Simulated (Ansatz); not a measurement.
`[F][SbH][SH]` + H₂ → `[SH][SbH2]` + H–F at 298.15 K and 1 bar (hydrogenolysis of the Sb–F bond).

Calculated with Ansatz (gas phase, PBE0-D4/def2-TZVP geometries, no zero-point term in ΔE). CCSD(T)/CBS adds triple-zeta CCSD(T) − MP2 to the extrapolated MP2 energy (def2 sets, frozen cores). This one scheme is used for every species. def2 core potentials past Kr. For Sb outer-core shells are correlated without core-valence functions, which leaves a few kJ/mol of doubt a bond. Each species was taken in one conformer, which may not be the lowest.

```json
{"species": "`[F][SbH][SH]`", "CCSD(T)/CBS energy (Eh)": "-738.82400", "H − E (kJ/mol)": "63.2", "S (J/(mol·K))": "312.1"}
{"species": "H₂", "CCSD(T)/CBS energy (Eh)": "-1.17544", "H − E (kJ/mol)": "35.1", "S (J/(mol·K))": "130.4"}
{"species": "`[SH][SbH2]`", "CCSD(T)/CBS energy (Eh)": "-639.59431", "H − E (kJ/mol)": "73.5", "S (J/(mol·K))": "292.6"}
{"species": "H–F", "CCSD(T)/CBS energy (Eh)": "-100.39570", "H − E (kJ/mol)": "33.5", "S (J/(mol·K))": "173.6"}
```

H − E and S are ideal-gas, rigid-rotor, harmonic terms from PBE0-D4/def2-TZVP, for one conformer and one mirror image of each species. The MP2-based limit puts H₂ 0.8 mEh under its directly extrapolated value; such offsets cancel only in part. 1 Eh = 2625.50 kJ/mol, R = 8.31446 J/(mol·K).

Problem. By hand: ΔE, ΔH, ΔS and ΔG.

Solution. ΔE = (-639.59431) + (-100.39570) − (-738.82400) − (-1.17544) = 0.00943 Eh = 24.8 kJ/mol. Δ(H − E) = 73.5 + 33.5 − 63.2 − 35.1 = 8.7, so ΔH = 33.5 kJ/mol. ΔS = 292.6 + 173.6 − 312.1 − 130.4 = 23.7 J/(mol·K). ΔG = 33.5 − 298.15 × (23.7)/1000 = 26.4 kJ/mol.

Problem. By hand: the equilibrium constant, and the temperature at which ΔG would vanish if ΔH and ΔS stayed fixed.

Solution. log₁₀ K = −ΔG/(RT ln 10) = -4.6. ΔG = 0 at ΔH/ΔS = 1414 K.

ΔH outweighs TΔS. A doubt of 5 kJ/mol in ΔE shifts log₁₀ K by 0.9 here. Other conformers and mirror images would add mixing entropy, several J/(mol·K) or more a flexible species. These are equilibria of isolated gas molecules and say nothing of rates. Largest T1 diagnostic: 0.014 (customary marks: 0.02 for closed shells, 0.045 for open ones).
